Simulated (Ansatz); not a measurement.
Abridged output of a molecular run in Ansatz:

```
Functional definition: HF
1635 factors; integrals over basis functions are off by at most 1.2e-3 eV
mean field evaluation 1: about -11459.5910 eV, gradient 5.0e1 eV
mean field evaluation 2: about -11459.8953 eV, gradient 5.0e1 eV
mean field evaluation 4: about -11465.1153 eV, gradient 5.0e0 eV
mean field evaluation 8: about -11465.2018 eV, gradient 3.4e-1 eV
mean field evaluation 16: about -11465.2030 eV, gradient 2.6e-6 eV
mean field -11465.20299053 eV, -421.3384385081 hartree, gradient 2.6e-6 eV, S^2 0.000000; 0 other end points of the search recorded, 0 dependent functions left out
8 core orbitals not correlated: weight in the atoms' cores, before any rotation towards them, 1.000 or more for the frozen orbitals, at most 0.000 for the correlated occupied ones
reference -11465.20299053 eV, -421.3384385081 hartree; 19, 19 occupied and 217, 217 virtual orbitals, 1635 factors
second order -29.39577796 eV of doubles, -0.00000000 eV of singles
cycle   1  -28.82946190 eV  change    5.7e-1 eV  update   1.3e-1
cycle   2  -29.59361742 eV  change   -7.6e-1 eV  update   4.0e-2
cycle   3  -29.75974870 eV  change   -1.7e-1 eV  update   2.0e-2
cycle   4  -29.74790976 eV  change    1.2e-2 eV  update   5.6e-3
cycle   5  -29.74562479 eV  change    2.3e-3 eV  update   2.4e-3
cycle   6  -29.74706491 eV  change   -1.4e-3 eV  update   7.8e-4
cycle   7  -29.74704985 eV  change    1.5e-5 eV  update   3.6e-4
cycle   8  -29.74694318 eV  change    1.1e-4 eV  update   1.3e-4
cycle   9  -29.74697992 eV  change   -3.7e-5 eV  update   5.8e-5
cycle  10  -29.74700055 eV  change   -2.1e-5 eV  update   2.0e-5
perturbative correction -1.21241895 eV, -0.0445555747 hartree
Total energy: -11496.16241003 eV, -422.4761761898 hartree
```

Its atoms:

Cartesian coordinates in Å:
```
N -0.240 -2.763 0.331
C -0.188 -1.430 0.282
C -0.163 -0.216 0.280
Sn -0.138 1.843 0.303
O 0.802 2.433 -1.325
H 0.631 -3.242 0.491
H -0.834 -3.215 -0.346
H -1.714 2.478 0.212
H 0.761 2.432 1.623
H 1.082 1.680 -1.850
```

Question: Which basis set was used?
A. def2-SVP
B. def2-TZVPP
C. cc-pV(D+d)Z
D. def2-QZVPP

Answer: B. It gives 244 functions.

Question: Write the keys of the input that set method, charge and spin (a neutral closed shell needs none for the last two).

Answer: 
```yaml
correlation: {method: ccsd_t}
```
